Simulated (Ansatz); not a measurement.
```xyz
11

C    -0.297   -0.105    1.432
C     0.580   -0.443    0.231
Ge   -0.064    0.343   -1.400
F    -1.651   -0.164   -1.811
F     0.899   -0.013   -2.774
F    -0.148    2.056   -1.334
H     0.105   -0.570    2.334
H    -1.318   -0.467    1.298
H    -0.343    0.972    1.604
H     0.632   -1.521    0.057
H     1.605   -0.088    0.363
```

The species carries charge 0 and has multiplicity 1.

(1) List the PBE0/def2-TZVPP orbital energies in eV (the Gaussian-basis code of Ansatz). (Estimate.)

Results:

(1) Computed: Occupied: -10861.96, -1360.03, -1209.86, -1209.86, -1209.83, -673.78, -673.76, -673.76, -279.48, -278.83, -172.97, -122.80, -122.80, -122.69, -36.16, -36.16, -35.68, -35.57, -35.57, -33.10, -32.06, -32.05, -22.37, -18.52, -16.10, -13.87, -13.66, -13.27, -13.22, -12.28, -12.11, -12.09, -11.70, -11.67, -11.53, -11.50, -10.83, -9.72. Lowest empty: -0.13, 0.84, 1.35, 1.57, 2.30, 2.35, 3.07, 3.56.
